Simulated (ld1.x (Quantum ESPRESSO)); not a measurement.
**Mn (Z = 25) PAW: all-electron and pseudo phase curves**

ld1.x (Quantum ESPRESSO) 7.5 input, shortened:

```
&input
   title='Mn', zed=25., rel=1, dft='PBESOL', iswitch=3,
   config='[Ar] 3d5 4s1.5 4p0.5'
 /
 &inputp
   pseudotype=3, lpaw=.true., tm=.true., lloc=-1, rcloc=2.00,
   nlcc=.true., new_core_ps=.true.,
   which_augfun='BESSEL', rmatch_augfun=1.45
 /
6
4S  1  0   1.50   0.00  1.75  2.30  0.0
4S  1  0   0.00  -0.10  1.75  2.30  0.0
3P  2  1   6.00   0.00  1.35  1.45  0.0
4P  3  1   0.50   0.00  1.35  1.45  0.0
3D  3  2   5.00   0.00  1.35  1.70  0.0
3D  3  2   0.00   2.35  1.35  1.70  0.0
 &test
   configts(1)='3p6 3d5 4s1.5 4p0.5'
 /
```

The phase is arctan(r·u′/u) with u = r·R(r), unwrapped; energies in Ry, scanned from -6 to 5 Ry. A pole is an energy at which the radial function vanishes at the test radius. The pseudo phase is shifted by a multiple of π to meet the all-electron one at the reference energy, and phase errors are pseudo minus all-electron; the curves can meet again beyond the range given. Levels narrower than the energy grid can be missing from the lists of poles.

**Question.** For each channel, where are the poles, and over which energies does the pseudopotential scatter like the atom?

**Answer.**

```tsv
channel	radius (bohr)	reference energy (Ry)	poles, all-electron	poles, pseudo	unbroken range about the reference energy with phases within 0.05 rad	phase error 1 Ry above the reference energy (rad)
s	2.49	-0.41	2.02	1.89, 2.48	below 2.1	-0.000
p	2.49	-0.13	-4.04, 3.05	-4.04, 3.05	the whole range	+0.000
d	2.49	-0.56	-0.37, 4.73	-0.37, 4.74	the whole range	+0.000
```

Phases in the d channel:

```tsv
E (Ry)	all-electron	pseudo
-6.00	1.408	1.408
-5.74	1.405	1.405
-5.48	1.401	1.401
-5.22	1.397	1.397
-4.96	1.392	1.392
-4.70	1.387	1.387
-4.44	1.382	1.382
-4.18	1.376	1.376
-3.92	1.370	1.370
-3.66	1.363	1.363
-3.40	1.355	1.355
-3.14	1.346	1.346
-2.88	1.336	1.336
-2.62	1.324	1.324
-2.36	1.309	1.309
-2.10	1.292	1.292
-1.84	1.269	1.269
-1.58	1.238	1.238
-1.32	1.190	1.190
-1.06	1.095	1.095
-0.80	0.765	0.765
-0.54	-1.175	-1.175
-0.28	-1.657	-1.657
-0.02	-1.784	-1.784
0.24	-1.864	-1.864
0.50	-1.938	-1.938
0.76	-2.024	-2.024
1.02	-2.141	-2.141
1.28	-2.319	-2.319
1.54	-2.618	-2.618
1.80	-3.099	-3.098
2.06	-3.642	-3.642
2.32	-4.025	-4.024
2.58	-4.248	-4.248
2.84	-4.385	-4.385
3.10	-4.475	-4.474
3.36	-4.538	-4.538
3.62	-4.586	-4.586
3.88	-4.624	-4.624
4.14	-4.656	-4.655
4.40	-4.683	-4.682
4.66	-4.707	-4.706
4.92	-4.729	-4.728
```
